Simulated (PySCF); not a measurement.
## O⁺ (oxygen, charge +1) across methods

[He] 2s1 2p3 3s1, high-spin 6S determinant (an excited configuration). All numbers are calculated (PySCF 2.14, no relativity, point nucleus, in aug-cc-pVTZ).

| method | E (hartree) | mean ε 2s α (eV) | mean ε 2p α (eV) | mean ε 3s α (eV) | Σ⟨r²⟩ (bohr²) | ⟨S²⟩ |
| --- | --- | --- | --- | --- | --- | --- |
| r2SCAN | -73.4530 | -54.280 | -38.072 | -9.686 | 18.16 | 8.750 |
| LDA | -72.8888 | -51.610 | -36.916 | -9.707 | 18.00 | 8.750 |
| PBE0 | -73.3933 | -56.307 | -39.841 | -10.285 | 18.08 | 8.750 |
| r2SCAN0 | -73.4526 | -57.818 | -40.642 | -10.296 | 18.13 | 8.750 |
| wB97M-V | -73.4402 | -58.150 | -41.997 | -11.836 | 17.99 | 8.750 |
| PBE | -73.3744 | -52.087 | -36.932 | -9.631 | 18.04 | 8.750 |
| HSE06 | -73.4005 | -55.856 | -39.400 | -9.918 | 18.04 | 8.750 |
| UHF | -73.33446 | -68.486 | -48.065 | -11.922 | 18.17 | 8.750 |
| B3LYP | -73.4277 | -55.158 | -39.075 | -10.071 | 18.03 | 8.750 |

The outer electron is Rydberg-like, and this basis confines it to a smaller radius and binds it less than a complete one would.
